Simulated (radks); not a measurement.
Values are calculated unless marked as measured or tabulated.
Question: The mean radii <r> (bohr) of the occupied orbitals of an atom or ion are listed with their occupations. Level of theory: Dirac Kohn-Sham, PBE, spin-unpolarised, spherical densities, point nucleus (a radial shooting solver on a logarithmic mesh with Libxc functionals).

| orbital | occ. | <r> |
|---|---|---|
| 1s1/2 | 2 | 0.05031 |
| 2s1/2 | 2 | 0.2259 |
| 2p1/2 | 2 | 0.1959 |
| 2p3/2 | 4 | 0.1993 |
| 3s1/2 | 2 | 0.6653 |
| 3p1/2 | 2 | 0.6802 |
| 3p3/2 | 4 | 0.6893 |
| 3d3/2 | 4 | 0.7330 |
| 3d5/2 | 3 | 0.7363 |

Name the element and its charge. Open shells, if any, fill j = l - 1/2 first.

Answer: Z = 30, zinc, charge +5: Zn5+ in [Ar] 3d7. The 1s radius gives Z: for a bare nucleus <r> = (2 gamma + 1)/(2Z) with gamma = sqrt(1 - (Z/c)^2), 0.04919 bohr for Z = 30, and screening makes it slightly larger (0.05031 here). The occupations add up to 25, and the charge is Z minus that.
